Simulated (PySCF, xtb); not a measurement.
SnH2FBr, SMILES [SnH2]([Br])[F].

GFN2-xTB (xtb) at its own geometry gives an orbital gap of 3.88 eV and a dipole moment of 4.65 D.

Geometry: PBE-D3(BJ)/def2-SVP. The def2 effective core potentials stand for the cores of Sn; spin–orbit coupling is left out.

Task: What does PBE/def2-TZVPD run with PySCF give? (An estimate is asked for; the answer gives what the named calculation found.)

Result: gap 4.62 eV (levels -7.34 and -2.73 eV), dipole 2.82 D.
